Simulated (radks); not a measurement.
Results of a calculation; reference values are marked as such.
Cs+, 54 electrons, occupied as [Kr] 4d10 5s2 5p5 6d1 (not the ground configuration). Level of theory: scalar-relativistic Kohn-Sham, r2SCAN, spin-unpolarised, spherical densities, finite nucleus; meta-GGA in the generalised Kohn-Sham scheme; Fermi nuclear charge, rms radius 4.8041 fm (a radial shooting solver on a logarithmic mesh with Libxc functionals).

Unscreened Slater integrals over Kohn-Sham orbitals (hartree).

integral       value
F0(6d,6d)    0.10630
F2(6d,6d)   0.058318
F4(6d,6d)   0.040181
F0(6d,5p)    0.14108
F2(6d,5p)   0.024341
G1(6d,5p)   0.017922
G3(6d,5p)   0.011849
F0(6d,5s)    0.14262
G2(6d,5s)   0.012984
F0(6d,4d)    0.14680
F2(6d,4d)   0.010063
F4(6d,4d)  0.0039037
G0(6d,4d)  0.0021496
G2(6d,4d)  0.0025945
G4(6d,4d)  0.0021314
F0(5p,5p)    0.45252
F2(5p,5p)    0.24529
F0(5p,5s)    0.48318
G1(5p,5s)    0.32415
F0(5p,4d)    0.56470
F2(5p,4d)    0.15923
G1(5p,4d)   0.047118
G3(5p,4d)   0.044824
F0(5s,5s)    0.52329
F0(5s,4d)    0.63969
G2(5s,4d)   0.073619
F0(4d,4d)     1.0792
F2(4d,4d)    0.54911
F4(4d,4d)    0.36608

Derived for the open shells (J is the average intra-shell exchange parameter used in DFT+U). 5p: J = F2/5 = 0.04906 hartree. 6d: Racah B = F2/49 - 5 F4/441 = 0.0007346 hartree, C = 35 F4/441 = 0.003189 hartree, C/B = 4.34, F4/F2 = 0.689, J = (F2 + F4)/14 = 0.007036 hartree.
